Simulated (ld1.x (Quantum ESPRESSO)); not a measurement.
## Fe (Z = 26), TM semilocal: configuration errors across variants

Fe (Z = 26), norm-conserving Troullier–Martins (semilocal form), made with ld1.x (Quantum ESPRESSO) 7.5 (PBE, scalar-relativistic). Core [Ar], reference 3d6 4s2 4p0. Waves: 4p (bound, empty): rc 3.45 bohr; 3d (bound): rc 1.30 bohr; 4s (bound): rc 2.00 bohr. Local part: the s channel. Core correction: none.

All-electron excitation energies from the reference (eV): (1) 3d6 4s1 4p0 8.729; (2) 3d6 4s0 4p0 24.932; (3) 3d5 4s0 4p0 59.155; (4) 3d7 4s1 4p0 -0.791; (5) 3d6 4s0 4p2 8.455; (6) 3d6 4s1 4p1 4.105; (7) 3d5 4s2 4p1 8.747.

In the semilocal form every listed channel keeps its own potential, so the choice of the local channel does not act on these tests. It acts once the file is put into the separable form.

A semilocal file is local in each channel, so a ghost entry of none says nothing of the separable form that plane-wave codes build from it.

3 further variants failed, have other tests or another functional or relativity, and are left out.

Errors AE − PS in meV (a dash: test not solved or not reliable):

| change | (1) | (2) | (3) | (4) | (5) | (6) | (7) | bound ghosts |
| --- | --- | --- | --- | --- | --- | --- | --- | --- |
| base | +5.7 | +82 | +176 | -99 | +27 | +5.1 | -176 | none |
| local potential the p channel | +5.7 | +82 | +176 | -99 | +27 | +5.1 | -176 | none |
| wave 4p (bound): rc 3.45 bohr becomes 4p (bound): rc 3.12 bohr | +5.7 | +82 | +176 | -99 | +20 | +3.7 | -186 | none |
| wave 4s (bound): rc 2.00 bohr becomes 4s (bound): rc 1.52 bohr | +14 | +113 | +62 | -43 | +34 | +8.0 | +34 | none |
| core correction a·sin(br)/r model core inside 1.42 bohr | -7.0 | -43 | -168 | -120 | +3.3 | +0.1 | -219 | none |
| all radii scaled by about 0.74 (s 1.48, p 2.56, d 0.96 bohr) | +15 | +115 | +79 | -27 | +23 | +6.1 | +106 | none |
| wave 4s (bound): rc 2.00 bohr becomes 4s (bound): rc 2.14 bohr | +5.4 | +81 | +182 | -101 | +27 | +5.0 | -180 | none |

Question: Give the same row for: wave 3d (bound): rc 1.30 bohr becomes 3d (bound): rc 1.86 bohr.

Answer: +8.4, +94, +63, -105, +29, +5.7, -131; bound ghosts: none.
